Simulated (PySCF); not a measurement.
## Pb⁺: ionisation energy

Pb⁺ [Xe] 4f14 5d10 6s2 6p1 (2P) → Pb²⁺ [Xe] 4f14 5d10 6s2 (1S), as a difference of total energies. Calculation: PySCF 2.14, in aug-cc-pVQZ-PP with ECP60MDF; a scalar-relativistic core potential. Correlated levels: valence: 5s2 5p6 5d10 frozen. The calculations carry no spin-orbit coupling.

Task: Order these methods by the ionisation energy they give, lowest first.
A. PBE0
B. r2SCAN
C. SCS-MP2 (valence)
D. UHF

Result: D (13.209 eV), C (13.411 eV), A (13.737 eV), B (13.810 eV).

Errors of the correlated levels include the incompleteness of this basis and the frozen core.

For comparison: 13.869 eV (measured; NIST levels, between the centres of gravity of the two terms).
